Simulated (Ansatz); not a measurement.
Consider the substitution at a C–C bond: `C[CH](C)[Mg][F]` + `[OH][GaH][SH]` → `C[O][GaH][SH]` + `C[CH2][Mg][F]`.

Calculated with Ansatz (gas phase, PBE0-D4/def2-TZVP geometries, no zero-point term in ΔE). CCSD(T)/CBS adds triple-zeta CCSD(T) − MP2 to the extrapolated MP2 energy (def2 sets, frozen cores). DFT in def2-TZVPP. B3LYP here is the variant with VWN-RPA as its local correlation; programs differ in this. HSE06 is defined as in plane-wave codes. For Ga, Mg outer-core shells are correlated without core-valence functions, which leaves a few kJ/mol of doubt a bond. Scalar relativity is left out up to krypton. Each species was taken in one conformer, which may not be the lowest.

Task: Is it downhill or uphill in electronic energy at CCSD(T)/CBS, and by how much? (An estimate is asked.)

Result: The calculation gave: Uphill: ΔE = +0.51 eV.

Task: What do these levels give: PBE-D4, revPBE-D4, BLYP-D4, r2SCANh-D4, HSE06-D4, revPBE, B3LYP, r2SCANh, CAM-B3LYP, LC-ωPBE, MP2/def2-SVP, MP2/def2-QZVPP? (An estimate is asked.)

Result: Ansatz gave: PBE-D4 0.46, revPBE-D4 0.46, BLYP-D4 0.39, r2SCANh-D4 0.46, HSE06-D4 0.47, revPBE 0.44, B3LYP 0.41, r2SCANh 0.46, CAM-B3LYP 0.42, LC-ωPBE 0.48, MP2/def2-SVP 0.51, MP2/def2-QZVPP 0.56 eV.

Task: What do rigid-rotor, harmonic-oscillator terms from PBE0-D4/def2-TZVP frequencies (298.15 K, 1 bar) make of the CCSD(T)/CBS value? (Estimate.)

Result: The calculation gave: ΔZPE = 0.00 eV, ΔH = +0.52 eV, ΔS = 13 J/(mol·K), ΔG = +0.48 eV.

Largest T1 diagnostic among the species: 0.014.

Leaving LDA and LC-ωPBE aside and taking each functional with its dispersion term where it has one, the values, not all of them listed here, spread over 0.12 eV, from BLYP-D4 to PBE-QIDH. LDA lies +0.03 eV from PBE without D4. In def2-TZVPP, CCSD(T) changes the Hartree–Fock value by +0.13 eV (the triples alone add +0.01 eV) and MP2 by +0.19 eV.
